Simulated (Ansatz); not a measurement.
Consider the substitution at a C–C bond: `CCCBr` + `[OH][Sc]([OH])[OH]` → `C[O][Sc]([OH])[OH]` + `CCBr`.

Gas-phase electronic energies from Ansatz, PBE0-D4/def2-TZVP geometries. CCSD(T)/CBS is the MP2 limit (def2-TZVPP, def2-QZVPP) plus CCSD(T) − MP2 in def2-TZVPP, frozen cores. Functionals use def2-TZVPP. For Br, Sc outer-core shells are correlated without core-valence functions, which leaves a few kJ/mol of doubt a bond. Scalar relativity is left out up to krypton. Each species was taken in one conformer, which may not be the lowest.

`CCCBr`:

Cartesian coordinates in Å:
```
C -0.577 -0.416 1.150
C -0.155 0.562 0.063
C 0.622 -0.140 -1.025
Br 1.177 1.089 -2.429
H -1.139 0.096 1.934
H -1.215 -1.208 0.748
H 0.289 -0.890 1.618
H -1.033 1.044 -0.375
H 0.461 1.359 0.489
H 1.540 -0.589 -0.648
H 0.029 -0.907 -1.523
```

`[OH][Sc]([OH])[OH]`:

Z-matrix (Å, degrees):
```
Sc
O 1 1.872
O 1 1.872 2 120.0
O 1 1.872 2 120.0 3 -180.0
H 2 0.952 1 166.3 3 180.0
H 3 0.952 1 166.2 2 0.0
H 4 0.952 1 166.2 2 180.0
```

`C[O][Sc]([OH])[OH]`:

```xyz
10

C     0.110   -0.987    1.854
O     0.005   -0.328    0.643
Sc   -0.064    0.538   -1.008
O    -1.645    1.390   -1.539
O     1.452    0.541   -2.107
H    -0.012   -0.290    2.694
H     1.089   -1.472    1.962
H    -0.661   -1.761    1.952
H    -2.474    1.805   -1.756
H     2.200    0.564   -2.694
```

`CCBr`:

```xyz
8

C    -0.122    0.794   -0.099
C    -0.087   -0.696    0.117
Br    1.722   -1.403   -0.062
H    -1.151    1.151    0.010
H     0.228    1.057   -1.098
H     0.499    1.314    0.631
H    -0.681   -1.237   -0.617
H    -0.409   -0.980    1.117
```

```
    level  ΔE (kJ/mol)
revPBE-D4         45.8
  ωB97M-V         50.4
  r2SCANh         47.0
    BHLYP         42.8
```

(1) What does CCSD(T)/CBS give? (An estimate is asked.)

Largest T1 diagnostic among the species: 0.016.

## Answers

(1) The calculation gave: +51.8 kJ/mol. The listed levels differ from it by -6.0, -1.4, -4.8, -9.0 kJ/mol.

At CCSD(T), def2-SVP lies −18.9 kJ/mol from the extrapolated value and def2-TZVPP −1.7 kJ/mol. From BLYP to BHLYP (50 % exact exchange), in def2-TZVPP and without D4, ΔE moves by +7.0 kJ/mol. Leaving LDA and LC-ωPBE aside and taking each functional with its dispersion term where it has one, the values, not all of them listed here, spread over 12.1 kJ/mol, from BLYP-D4 to PBE-QIDH. LDA lies +4.2 kJ/mol from PBE without D4.

CCSD(T)/CBS has its own doubt, a few kJ/mol and more with outer-core shells, so smaller differences from it don't rank the levels.
